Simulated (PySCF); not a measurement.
## Ba (barium, neutral) across methods

[Xe] 5d2, high-spin 3F determinant (an excited configuration). Computed with PySCF 2.14 in def2-TZVPPD with the def2 core potential (46 electrons) (6s4p3d1f, 40 functions), with scalar relativity through the core potential.

```json
{"method": "wB97X-V", "E (hartree)": "-25.3324", "mean ε 5p α (eV)": "-21.313", "mean ε 5p β (eV)": "-20.730", "mean ε 5d α (eV)": "-3.097", "Σ⟨r²⟩ (bohr²)": "73.03", "⟨S²⟩": "2.002"}
{"method": "wB97X", "E (hartree)": "-25.3476", "mean ε 5p α (eV)": "-21.299", "mean ε 5p β (eV)": "-20.733", "mean ε 5d α (eV)": "-3.014", "Σ⟨r²⟩ (bohr²)": "73.32", "⟨S²⟩": "2.002"}
{"method": "BP86", "E (hartree)": "-25.4343", "mean ε 5p α (eV)": "-17.456", "mean ε 5p β (eV)": "-17.047", "mean ε 5d α (eV)": "-1.449", "Σ⟨r²⟩ (bohr²)": "75.01", "⟨S²⟩": "2.001"}
{"method": "UHF", "E (hartree)": "-25.00544", "mean ε 5p α (eV)": "-22.973", "mean ε 5p β (eV)": "-21.928", "mean ε 5d α (eV)": "-3.029", "Σ⟨r²⟩ (bohr²)": "75.98", "⟨S²⟩": "2.004"}
{"method": "LDA", "E (hartree)": "-25.2850", "mean ε 5p α (eV)": "-17.257", "mean ε 5p β (eV)": "-16.831", "mean ε 5d α (eV)": "-1.342", "Σ⟨r²⟩ (bohr²)": "75.19", "⟨S²⟩": "2.000"}
{"method": "PBE", "E (hartree)": "-25.3848", "mean ε 5p α (eV)": "-17.344", "mean ε 5p β (eV)": "-16.893", "mean ε 5d α (eV)": "-1.338", "Σ⟨r²⟩ (bohr²)": "74.92", "⟨S²⟩": "2.001"}
{"method": "r2SCAN", "E (hartree)": "-25.3774", "mean ε 5p α (eV)": "-17.842", "mean ε 5p β (eV)": "-17.303", "mean ε 5d α (eV)": "-1.350", "Σ⟨r²⟩ (bohr²)": "74.03", "⟨S²⟩": "2.001"}
{"method": "MN15", "E (hartree)": "-25.3218", "mean ε 5p α (eV)": "-19.373", "mean ε 5p β (eV)": "-18.832", "mean ε 5d α (eV)": "-1.848", "Σ⟨r²⟩ (bohr²)": "73.80", "⟨S²⟩": "2.000"}
```

Task: Estimate the same row for PBE0.

Result: E (hartree) = -25.3637; mean ε 5p α (eV) = -18.879; mean ε 5p β (eV) = -18.281; mean ε 5d α (eV) = -1.833; Σ⟨r²⟩ (bohr²) = 73.91; ⟨S²⟩ = 2.001.

Energies and moments cover only the electrons outside the core potential. Spin-orbit coupling, absent here, splits the open shell strongly.
